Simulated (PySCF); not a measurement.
**Re⁴⁷⁺: ionisation energy**

Re⁴⁷⁺ [Ar] 3d10 → Re⁴⁸⁺ [Ar] 3d9 [3d3/2^4 3d5/2^5, M_J = 5/2], as a difference of total energies. Calculation: PySCF 2.14, in an even-tempered Gaussian basis (15 s from 12 bohr⁻², ratio 2.8; 13 p from 15 bohr⁻², ratio 2.8; 8 d from 15 bohr⁻², ratio 2.8; 3 f from 58 bohr⁻², ratio 3); the two-component X2C-1e Hamiltonian. Correlated levels: [Ne] frozen; the 78 highest virtual spinors dropped. "Screened" scales the spin-orbit matrix elements by Boettger's factors to mimic the two-electron term; Breit and QED terms are absent.

```
                    method  ionisation energy (eV)
           GHF (spin-free)                  4242.0
          GMP2 (spin-free)                  4243.4
 GHF (screened spin-orbit)                  4212.6
GMP2 (screened spin-orbit)                  4213.9
```

Breit and QED terms and the two-electron picture change are absent.

The spin-free rows lack the spin-orbit shift.

For comparison: 4214 ± 4 eV (measured; NIST Atomic Spectra Database, ionization energies).
